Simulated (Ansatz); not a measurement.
## Ansatz (development build ahead of 0.2.0) run

```yaml
crystal:
  periodic: [false, false, false]
  atoms:
    - { symbol: C, position_ang: [2.08726, 0.0, 0.0] }
    - { symbol: C, position_ang: [1.68863, 1.22686, 0.0] }
    - { symbol: C, position_ang: [0.645, 1.98511, 0.0] }
    - { symbol: C, position_ang: [-0.645, 1.98511, 0.0] }
    - { symbol: C, position_ang: [-1.68863, 1.22686, 0.0] }
    - { symbol: C, position_ang: [-2.08726, 0.0, 0.0] }
    - { symbol: C, position_ang: [-1.68863, -1.22686, 0.0] }
    - { symbol: C, position_ang: [-0.645, -1.98511, 0.0] }
    - { symbol: C, position_ang: [0.645, -1.98511, 0.0] }
    - { symbol: C, position_ang: [1.68863, -1.22686, 0.0] }
basis:
  gaussian: { orbitals: def2-SVP }
hamiltonian:
  xc: pbe0
```

The input is written out in the form of the current development build from the run's settings.

Output:

```
Converged                       : yes
Total energy                    : -379.91651 hartree
Spin squared of the determinant : 0.000
Stability test                  : minimum among restricted orbitals
```
